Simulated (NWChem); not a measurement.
## Atomisation of HIPbS

```xyz
4

Pb    -0.8151    -0.5633     0.0000
I      0.9569     1.6428     0.0000
S      1.0013    -2.3453     0.0000
H      0.1023    -3.3581     0.0000
```
Charge 0, spin multiplicity 1.

The numbers come from NWChem runs, not from measurements. All single points use one geometry, from PBE0/def2-SVP with def2 effective core potentials on I, Pb, a minimum by its harmonic frequencies. It is one conformer; others weren't searched.

Basis set: def2-TZVP. The atomisation energy is electronic alone: no zero-point, thermal, spin-orbit or counterpoise terms. No value is extrapolated to the basis-set limit. Free atoms are single determinants with multiplicities Pb 3, I 2, S 3, H 2.

Effective core potentials replace the inner electrons of I; spin-orbit coupling is left out. B3LYP has NWChem's definition, with VWN1-RPA local correlation. The structure started from a generated list of species. The stability of the SCF solutions was not checked. Open-shell Hartree-Fock references start from PBE0 orbitals.

Question: One of these methods gave an atomisation energy of 225.7 kcal/mol. Which?
A. PBE
B. PBE0
C. HF
D. B3LYP

Answer: B, PBE0. The others give 142.2 (HF), 234.4 (PBE), 222.8 (B3LYP).
